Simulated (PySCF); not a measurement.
## Mayer bond orders and bond lengths

Compound: pyridine-N-oxide, C5H5NO.
SMILES with atom numbers: `[O-:1][n+:2]1[cH:3][cH:4][cH:5][cH:6][cH:7]1` (hydrogens: H8 on C3; H9 on C4; H10 on C5; H11 on C6; H12 on C7)

Cartesian coordinates in Å at the PBE0-D3(BJ)/def2-TZVP level; atoms count from 1:
```xyz
12
C5H5NO angstrom
O      2.3564   -0.8710   -0.7170
N      1.2201   -0.4516   -0.3714
C      0.2247   -1.3207   -0.0413
C     -1.0200   -0.8780    0.3388
C     -1.2974    0.4793    0.3943
C     -0.2796    1.3576    0.0552
C      0.9550    0.8833   -0.3195
H      0.5155   -2.3585   -0.1092
H     -1.7717   -1.6157    0.5907
H     -2.2728    0.8401    0.6913
H     -0.4318    2.4295    0.0780
H      1.7950    1.5029   -0.5966
```

Bond orders from the PBE0/pcSseg-2 density (PySCF). Isolated species at its PBE0-D3(BJ)/def2-TZVP geometry, gas phase.

(1) Where do the orders between heavy atoms depart from those drawn in the SMILES?

(2) Set the Mayer orders of the bonds between heavy atoms beside their lengths.

Results:

(1) The largest departure is 0.298, at O1–N2 (drawn single, 1.298), counting aromatic bonds as 1.5. Drawn single, order above 1.12: O1–N2 (1.298). The bonds drawn aromatic range from 1.27 to 1.46. The SMILES, with its formal charges, is one Lewis structure only.

(2) 
| bond | drawn as | length (Å) | Mayer order |
| --- | --- | --- | --- |
| O1–N2 | single | 1.260 | 1.298 |
| N2–C3 | aromatic | 1.362 | 1.266 |
| C3–C4 | aromatic | 1.375 | 1.458 |
| C4–C5 | aromatic | 1.387 | 1.373 |
| C5–C6 | aromatic | 1.386 | 1.372 |
| C6–C7 | aromatic | 1.375 | 1.458 |
| C7–N2 | aromatic | 1.362 | 1.266 |

Bonds between the same two heavy elements. C–N: all 2 within 0.02 of one another (1.266 to 1.266). C–C: lowest C5–C6 and C4–C5 (1.372, 1.386 Å), highest C3–C4 and C6–C7 (1.458, 1.375 Å). Bonds named together lie within 0.004.

Question: And the bonds to hydrogen?

Answer: C–H: 1.00 to 1.02 (5 bonds).

Question: Sum the orders of all bonds at each heavy atom with more than one neighbour and set the sums beside the valence in the SMILES.

Answer: N2 3.830 (drawn 4), C3 3.729 (drawn 4), C4 3.841 (drawn 4), C5 3.762 (drawn 4), C6 3.840 (drawn 4), C7 3.729 (drawn 4). Orders between atoms that aren't bonded are not in these sums.

Mayer orders depend on the basis set.
